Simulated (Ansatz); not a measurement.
Reaction (hydrogenolysis of a B–C bond): `ClBC1C[SiH2]1` + H₂ → `BCl` + `C1C[SiH2]1`

Computed with Ansatz on PBE0-D4/def2-TZVP structures; ΔE is electronic, products minus reactants. CBS: MP2 limit from def2 TZ/QZ plus the TZ coupled-cluster correction, frozen cores. This one scheme is used for every species. One conformer a species, not always the lowest.

```tsv
level	ΔE (kJ/mol)
SCS-MP2/def2-QZVPP	41.3
HF/CBS(def2)	2.7
```

**Question.** What does CCSD(T)/CBS give? (An estimate is asked.)

**Answer.** Ansatz gave: +44.1 kJ/mol. The listed levels differ from it by -2.8, -41.4 kJ/mol.

Largest T1 diagnostic among the species: 0.012.

From PBE to PBE0 (25 % exact exchange), in def2-TZVPP and without D4, ΔE moves by −3.9 kJ/mol. The D4 term adds +15.3 kJ/mol with B3LYP and +8.3 kJ/mol with PBE0; it sums over pairs of atoms, weighted by their polarisabilities, and B3LYP, whose exchange is more repulsive, gets the larger term.

B3LYP here is the variant with VWN-RPA as its local correlation; programs differ in this.
